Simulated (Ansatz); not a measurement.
Molecule: ZnBr2, net charge 1, doublet state. The spin state was set by rule; other spins were not relaxed. 
Coordinates optimised at B3LYP-D3(BJ)/def2-TZVP (Ansatz, a program for electronic structure):
```xyz
3

Zn     0.0000     0.0000     0.0000
Br     0.0000     0.0000    -2.2704
Br     0.0000     0.0000     2.2704
```
Charge +1, spin multiplicity 2.

Total electronic energies in hartree. Correlated levels leave the core frozen unless marked. UHF or UKS for open shells. No spin-orbit coupling. The frozen core is the preceding noble-gas configuration, with the filled d and f shells of earlier blocks. Non-relativistic. FCI takes restricted orbitals. CBS(X,Y): correlation extrapolated as X^-3; Hartree-Fock from the larger set. [CCSD(T)-MP2]/basis is that difference in the basis named. The program attaches cautions to a run behind wB97X-V/def2-TZVPD: asymmetric forces. The program attaches cautions to a run behind CCSD/6-31G: other roots. The program attaches cautions to a run behind CCSD(T)/6-31G: other roots.

```tsv
level	program	energy (Eh)
RI-HF/def2-QZVPP	Ansatz	-6922.54492
B3LYP/def2-TZVPD	Ansatz	-6927.54759
HSE06-D3(BJ)/def2-TZVPD	Ansatz + dftd3	-6926.60809
wB97X-V/def2-TZVPD	Ansatz	-6926.77952
CCSD/6-31G	Ansatz	-6921.61159
CCSD(T)/6-31G	Ansatz	-6921.61899
CCSD(T)/6-31G*	Ansatz	-6921.93848
FCI/STO-3G	Ansatz	-6846.76675
RI-MP2/CBS(def2-TZVPP,def2-QZVPP)+[CCSD(T)-MP2]/def2-TZVPP	Ansatz	-6923.4466
```

Totals of different functionals don't rank their quality; only differences between species are comparable.
